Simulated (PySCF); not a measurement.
Unknown compound

Molecular formula: C8H13N. Simulated spectra:

1H NMR (500 MHz, computed): δ 3.96 (m, 1H), 2.99 (m, 2H), 2.69 (m, 2H), 2.42 (m, 2H), 2.25 (m, 2H), 1.93 (m, 1H), 1.88 (m, 2H), 1.85 (m, 1H).

13C{1H} NMR (computed): δ 173.6 (C), 54.2 (CH), 39.6 (CH2), 35.1 (CH2), 31.8 (CH2, 2C), 15.4 (CH2), 13.1 (CH2).

[PySCF: geometry from GFN2-xTB; shieldings: GIAO PBE0/pcSseg-1; a single conformation; non-relativistic; in vacuum; equivalent nuclei averaged]

Shifts are taken against calculated references (same method and geometry level): TMS for 1H (σref 31.72) and 13C (σref 186.93).

Deduce the structure.

## Answers


- Rings plus π bonds: 3 (2 rings in the answer).
- 7 carbon signals for 8 carbons: some carbons are equivalent by symmetry or fast rotation.
- Carbon types of the structure: 1 × C, 1 × CH, 6 × CH2, which accounts for all hydrogens.
- δC 173.6: C=N carbon.
- δC 54.2: sp3 CH bonded to N; the inductive effect lowers its shielding.
- δC 39.6, 35.1, 31.8, 15.4, 13.1: sp3 CH2 in a ring; a saturated carbon with 2 carbon neighbours and no heteroatom attached.
- δH 3.96: hydrogen on an sp3 CH bonded to N; its carbon carries N, an electronegative neighbour.
- δH 2.99, 2.69, 2.42, 2.25, 1.93, 1.88, 1.85: hydrogen on an sp3 CH2 in a ring.

The compound is `C1CC(=NC2CCC2)C1`.

The shifts were computed for this structure.

Shifts are as computed. Against solution values, carbons near 30 ppm lie about +3 ppm off and those near 130 ppm about +5 ppm. Of 1211 compounds with measured shifts, 218 miss one by over three times the rms of a fit or turn the order of signals round; such compounds aren't used in these exercises. No couplings were computed; multiplicities are counted from neighbouring protons, with m where these are inequivalent, close in shift, in a saturated or five-membered ring or joined by F or P, and br s for small geminal =CH2 splittings.
